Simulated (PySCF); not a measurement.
## Relaxation of quartet FeCl3

Level of theory: UB3LYP in PySCF with Fe def2-SVP, Cl def2-SVP; no relativity; density-fitted integrals. A (50,194) grid was used.

A start displaced from a saddle point along its imaginary mode, of Cs symmetry, held to at least that symmetry:

Coordinates in bohr (charge 0 multiplicity 4):
```
Fe    0.2073    0.2692    0.0000
Cl    4.2374   -0.4747    0.0004
Cl   -2.6025    3.1632   -0.0003
Cl   -1.9665   -3.1192   -0.0002
```

Optimiser trace:
| step | E − E(last) (kJ/mol) | largest gradient (Eh/bohr) |
| --- | --- | --- |
| 0 | 2.72 | 0.01021 |
| 1 | 1.29 | 0.00474 |
| 2 | 0.45 | 0.00344 |
| 3 | 0.29 | 0.00253 |
| 4 | 0.06 | 0.00065 |
| 5 | 0.05 | 0.00044 |
| 6 | 0.04 | 0.00040 |
| 7 | 0.02 | 0.00062 |
| 8 | 0.01 | 0.00068 |
| 9 | 0.00 | 0.00035 |
| 10 | 0.00 | 0.00005 |

It ends at C2v with Fe–Cl 2.118 Å, Fe–Cl 2.127 Å (×2); Cl–Fe–Cl 110.4° (×2), Cl–Fe–Cl 139.1° (after a last refinement on a finer grid). The frequency run here used a shortcut that can spoil soft modes, so no verdict on minimum or saddle point is given. Other isomers or separated fragments may lie lower.

The determinant is spin-contaminated (⟨S²⟩ = 3.98, pure value 3.75). Other spin states or occupations of the open shell can lie lower. At this level a sextet minimum of D3h symmetry lies 72 kJ/mol below this structure.
